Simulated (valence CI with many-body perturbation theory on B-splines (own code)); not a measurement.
## E1 line list for Ta67+

Computed by relativistic CI+MBPT: four valence electrons over a frozen Dirac-Fock core [He], a basis of 11 s, 11 p, 10 d, 8 f, 5 g, 2 h functions for each j, with the one-electron correlation potential Σ1 (screened to all orders), the two-electron term Σ2, the three-electron term Σ3, Breit, model QED; selected single and double excitations, second order for the rest, scaled by the run's own slope (own B-spline code, finite nucleus).

No measured spectrum was set against this ion. As an estimate, large intervals hold to a few tenths of a per cent, small ones and those within an open d or f shell to about a per cent. Among the levels kept, up to 1300 cm⁻¹ of a level comes from second order outside the variational space, and about a tenth of that is noise between levels of different J, which matters for small intervals.

Lines 101 to 150 of 600 in falling wavelength, among levels below 1024.8 Ry, chosen from the strongest by gf and those to the six lowest levels. Wavelengths and rates use the calculated energies. Electric multipoles are in the length gauge, E1 and E2 with the static RPA response of the core. Weak lines are less certain than strong ones. Lines between different terms over intervals too small for the method are left out, as are lines whose strength nearly cancels. The highest levels of a list are the least certain.

Levels are named by their leading jj configuration (3d3/2^4 stands for four electrons in 3d with j = 3/2), which in mixed levels can hold well under half, so a name can repeat and another be missing. Letters in brackets count levels of one name in rising energy.

| λ vac (Å) | Upper | Lower | A (s⁻¹) | log gf | Branch % |
| --- | --- | --- | --- | --- | --- |
| 25.74 | (2p1/2 2p3/2^2 3d3/2) J=2 | (2p1/2 2p3/2^2 3p1/2) J=1 [a] | 3.51e+11 | -0.76 | 0.2 |
| 25.69 | (2s^2 2p3/2 3d3/2) J=1 | (2s^2 2p3/2 3p1/2) J=1 | 6.51e+11 | -0.71 | 0.0 |
| 25.67 | (2p1/2 2p3/2^2 3p3/2) J=2 [a] | (2p1/2 2p3/2^2 3s) J=2 [a] | 3.82e+11 | -0.72 | 0.0 |
| 25.64 | (2p1/2^2 2p3/2 3d3/2) J=1 | (2p1/2^2 2p3/2 3p1/2) J=1 | 6.25e+11 | -0.73 | 0.1 |
| 25.55 | (2p1/2^2 2p3/2 3p3/2) J=3 | (2p1/2^2 2p3/2 3s) J=2 | 1.05e+12 | -0.14 | 0.3 |
| 25.54 | (2s 2p3/2^2 3p3/2) J=4 | (2s 2p3/2^2 3s) J=3 | 1.23e+12 | 0.03 | 21.5 |
| 25.53 | (2s^2 2p3/2 3p3/2) J=3 | (2s^2 2p3/2 3s) J=2 | 1.23e+12 | -0.07 | 12.2 |
| 25.50 | (2s 2p1/2 2p3/2 3p3/2) J=2 [a] | (2s 2p1/2 2p3/2 3s) J=1 [a] | 5.46e+11 | -0.57 | 0.2 |
| 25.49 | (2s 2p1/2 2p3/2 3p3/2) J=3 [a] | (2s 2p1/2 2p3/2 3s) J=2 [a] | 1.19e+12 | -0.09 | 1.2 |
| 25.47 | (2p1/2 2p3/2^2 3p3/2) J=1 [c] | (2p1/2 2p3/2^2 3s) J=1 [b] | 4.15e+11 | -0.92 | 0.1 |
| 25.44 | (2p1/2 2p3/2^2 3p3/2) J=1 [c] | (2p1/2 2p3/2^2 3s) J=0 | 7.96e+11 | -0.64 | 0.2 |
| 25.42 | (2s 2p1/2 2p3/2 3d3/2) J=3 [b] | (2s 2p1/2 2p3/2 3p1/2) J=3 | 4.07e+11 | -0.56 | 0.0 |
| 25.41 | (2s 2p3/2^2 3d5/2) J=3 [a] | (2s 2p3/2^2 3p1/2) J=2 [b] | 2.02e+11 | -0.86 | 0.0 |
| 25.35 | (2s 2p3/2^2 3p3/2) J=2 [b] | (2s 2p3/2^2 3s) J=1 [a] | 8.73e+11 | -0.38 | 1.3 |
| 25.33 | (2s 2p3/2^2 3p3/2) J=3 [a] | (2s 2p3/2^2 3s) J=3 | 7.18e+11 | -0.32 | 0.3 |
| 25.33 | (2s 2p1/2 2p3/2 3p3/2) J=3 [b] | (2s 2p1/2 2p3/2 3s) J=2 [b] | 4.64e+11 | -0.51 | 0.1 |
| 25.32 | (2s 2p1/2 2p3/2 3p3/2) J=4 | (2s 2p1/2 2p3/2 3s) J=3 | 1.13e+12 | -0.01 | 31.2 |
| 25.30 | (2s 2p3/2^2 3p3/2) J=2 [c] | (2s 2p3/2^2 3s) J=2 [b] | 3.26e+11 | -0.81 | 0.8 |
| 25.14 | (2s 2p1/2 2p3/2 3p3/2) J=1 [b] | (2s 2p1/2 2p3/2 3s) J=2 [b] | 1.12e+12 | -0.50 | 0.2 |
| 25.08 | (2s 2p3/2^2 3p3/2) J=2 [c] | (2s 2p3/2^2 3s) J=1 [b] | 4.63e+11 | -0.66 | 1.1 |
| 24.98 | (2s 2p1/2 2p3/2 3d3/2) J=2 [b] | (2s 2p1/2 2p3/2 3p1/2) J=3 | 2.44e+11 | -0.94 | 0.0 |
| 24.95 | (2s 2p1/2 2p3/2 3p3/2) J=2 [d] | (2s 2p1/2 2p3/2 3s) J=2 [c] | 5.32e+11 | -0.60 | 0.2 |
| 24.92 | (2s^2 2p1/2 3p3/2) J=2 | (2s^2 2p1/2 3s) J=1 | 1.30e+12 | -0.22 | 26.2 |
| 24.86 | (2s^2 2p1/2 3p3/2) J=1 | (2s^2 2p1/2 3s) J=1 | 4.73e+11 | -0.88 | 10.7 |
| 24.85 | (2s 2p3/2^2 3p3/2) J=1 [b] | (2s 2p3/2^2 3s) J=1 [a] | 4.42e+11 | -0.91 | 0.1 |
| 24.82 | (2s 2p1/2 2p3/2 3p3/2) J=0 [a] | (2s 2p1/2 2p3/2 3s) J=1 [a] | 1.19e+12 | -0.96 | 0.2 |
| 24.74 | (2s 2p1/2 2p3/2 3p3/2) J=1 [c] | (2s 2p1/2 2p3/2 3s) J=1 [c] | 5.84e+11 | -0.79 | 0.2 |
| 24.73 | (2s 2p3/2^2 3p3/2) J=2 [c] | (2s 2p3/2^2 3s) J=1 [a] | 4.00e+11 | -0.74 | 0.9 |
| 24.69 | (2s 2p1/2 2p3/2 3d3/2) J=2 [d] | (2s 2p1/2 2p3/2 3p1/2) J=2 [c] | 2.43e+11 | -0.95 | 0.0 |
| 24.69 | (2s^2 2p1/2 3p3/2) J=1 | (2s^2 2p1/2 3s) J=0 | 9.21e+11 | -0.60 | 20.8 |
| 24.65 | (2p1/2 2p3/2^2 3p3/2) J=1 [b] | (2p1/2 2p3/2^2 3s) J=2 [b] | 5.10e+11 | -0.86 | 0.1 |
| 24.61 | (2s 2p1/2 2p3/2 3p3/2) J=2 [b] | (2s 2p1/2 2p3/2 3s) J=3 | 3.40e+11 | -0.81 | 0.1 |
| 24.59 | (2s 2p1/2^2 3p3/2) J=2 | (2s 2p1/2^2 3s) J=1 | 1.26e+12 | -0.24 | 3.7 |
| 24.53 | (2p1/2^2 2p3/2 3p3/2) J=2 | (2p1/2^2 2p3/2 3s) J=1 | 6.25e+11 | -0.55 | 0.2 |
| 24.53 | (2s 2p3/2^2 3p3/2) J=2 [a] | (2s 2p3/2^2 3s) J=2 [a] | 1.03e+12 | -0.33 | 0.2 |
| 24.50 | (2s 2p1/2 2p3/2 3p3/2) J=2 [d] | (2s 2p1/2 2p3/2 3s) J=1 [b] | 7.87e+11 | -0.45 | 0.3 |
| 24.42 | (2s^2 2p3/2 3p3/2) J=2 | (2s^2 2p3/2 3s) J=1 | 7.46e+11 | -0.48 | 6.3 |
| 24.39 | (2s 2p1/2 2p3/2 3p3/2) J=1 [c] | (2s 2p1/2 2p3/2 3s) J=0 | 6.96e+11 | -0.73 | 0.3 |
| 24.35 | (2s 2p1/2^2 3p3/2) J=1 | (2s 2p1/2^2 3s) J=1 | 4.92e+11 | -0.88 | 0.1 |
| 24.13 | (2s 2p1/2 2p3/2 3p3/2) J=1 [d] | (2s 2p1/2 2p3/2 3s) J=1 [b] | 8.61e+11 | -0.65 | 2.2 |
| 24.11 | (2s 2p1/2 2p3/2 3p3/2) J=2 [a] | (2s 2p1/2 2p3/2 3s) J=2 [a] | 6.11e+11 | -0.57 | 0.2 |
| 24.10 | (2p1/2^2 2p3/2 3p3/2) J=2 | (2p1/2^2 2p3/2 3s) J=2 | 6.18e+11 | -0.57 | 0.2 |
| 24.05 | (2s 2p1/2 2p3/2 3p3/2) J=3 [b] | (2s 2p1/2 2p3/2 3s) J=3 | 7.76e+11 | -0.33 | 0.2 |
| 24.03 | (2p1/2 2p3/2^2 3p3/2) J=2 [b] | (2p1/2 2p3/2^2 3s) J=2 [b] | 9.12e+11 | -0.40 | 0.2 |
| 24.00 | (2s^2 2p3/2 3p3/2) J=2 | (2s^2 2p3/2 3s) J=2 | 7.30e+11 | -0.50 | 6.2 |
| 23.64 | (2p1/2 2p3/2^2 3p3/2) J=1 [b] | (2p1/2 2p3/2^2 3s) J=1 [a] | 7.51e+11 | -0.72 | 0.2 |
| 23.57 | (2s 2p3/2^2 3p3/2) J=1 [c] | (2s 2p3/2^2 3s) J=1 [b] | 1.21e+12 | -0.52 | 0.7 |
| 23.53 | (2p1/2 2p3/2^2 3p3/2) J=2 [b] | (2p1/2 2p3/2^2 3s) J=3 | 2.83e+11 | -0.93 | 0.1 |
| 23.33 | (2p1/2^2 2p3/2 3p3/2) J=0 | (2p1/2^2 2p3/2 3s) J=1 | 1.47e+12 | -0.92 | 0.4 |
| 23.24 | (2s 2p3/2^2 3p3/2) J=2 [a] | (2s 2p3/2^2 3s) J=3 | 3.72e+11 | -0.82 | 0.1 |
